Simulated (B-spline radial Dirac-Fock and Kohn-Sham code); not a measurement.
# W⁶⁺ 4p1/2: cross section and angular parameters

System: tungsten as W⁶⁺, [Xe] 4f14; threshold 569.4 eV (orbital energy of the model). Calculated with an atomic code on a B-spline grid, using Dirac-Hartree-Slater photoionisation with a Latter tail; cross sections with all multipoles, angular parameters from the dipole term and its interference with E2.

```
hν (eV)  σ (kb)       β       γ       δ
    600    52.1  -0.261  -0.253   0.115
    641    51.6   0.109  -0.158   0.117
    800    48.1   0.839   0.245   0.080
    971    42.9   1.171   0.420   0.047
   1000    42.0   1.209   0.432   0.043
   1240    34.8   1.418   0.431   0.021
   3430    8.38   1.691  -0.015  -0.004
   4910    4.36   1.673   0.060  -0.004
   5840    3.10   1.654   0.160  -0.003
 9251.7    1.17   1.576   0.597   0.007
  11200   0.760   1.534   0.839   0.016
  12000       ?       ?       ?       ?
  13700   0.473   1.485   1.125   0.029
```

Question: Give the values at 12000 eV.

Answer: σ = 0.648 kb, β = 1.518, γ = 0.934, δ = 0.020.
